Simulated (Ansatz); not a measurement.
`[OH][InH][Br]` + NH₃ → `[NH2][InH][OH]` + HBr at 700 K and 1 bar (ligand exchange at the In–Br bond).

Program: Ansatz. Geometries: PBE0-D4/def2-TZVP. ΔE: electronic, gas phase. CCSD(T)/CBS is the MP2 limit (def2-TZVPP, def2-QZVPP) plus CCSD(T) − MP2 in def2-TZVPP, frozen cores. This one scheme is used for every species. Elements past krypton have def2 core potentials. For Br, In outer-core shells are correlated without core-valence functions, which leaves a few kJ/mol of doubt a bond. Scalar relativity is left out up to krypton. Each species was taken in one conformer, which may not be the lowest.

```tsv
species	CCSD(T)/CBS energy (Eh)	H − E (kJ/mol)	S (J/(mol·K))
`[OH][InH][Br]`	-2839.57190	102.1	396.8
NH₃	-56.50880	116.9	226.5
`[NH2][InH][OH]`	-322.11394	175.4	404.9
HBr	-2573.91920	36.5	223.7
```

H − E and S are ideal-gas, rigid-rotor, harmonic terms from PBE0-D4/def2-TZVP, for one conformer and one mirror image of each species. 1 Eh = 2625.50 kJ/mol, R = 8.31446 J/(mol·K).

**Question.** By hand: ΔE, ΔH, ΔS and ΔG.

**Answer.** ΔE = (-322.11394) + (-2573.91920) − (-2839.57190) − (-56.50880) = 0.04756 Eh = 124.9 kJ/mol. Δ(H − E) = 175.4 + 36.5 − 102.1 − 116.9 = -7.1, so ΔH = 117.8 kJ/mol. ΔS = 404.9 + 223.7 − 396.8 − 226.5 = 5.3 J/(mol·K). ΔG = 117.8 − 700 × (5.3)/1000 = 114.1 kJ/mol.

**Question.** By hand: the equilibrium constant, and the temperature at which ΔG would vanish if ΔH and ΔS stayed fixed.

**Answer.** log₁₀ K = −ΔG/(RT ln 10) = -8.5. ΔG = 0 at ΔH/ΔS = 22226 K, far beyond where these terms or the molecules hold.

The number of gas molecules stays the same, so ΔS is small and ΔH decides. A doubt of 5 kJ/mol in ΔE shifts log₁₀ K by 0.4 here. Other conformers and mirror images would add mixing entropy, several J/(mol·K) or more a flexible species. These are equilibria of isolated gas molecules and say nothing of rates. Largest T1 diagnostic: 0.016 (customary marks: 0.02 for closed shells, 0.045 for open ones).
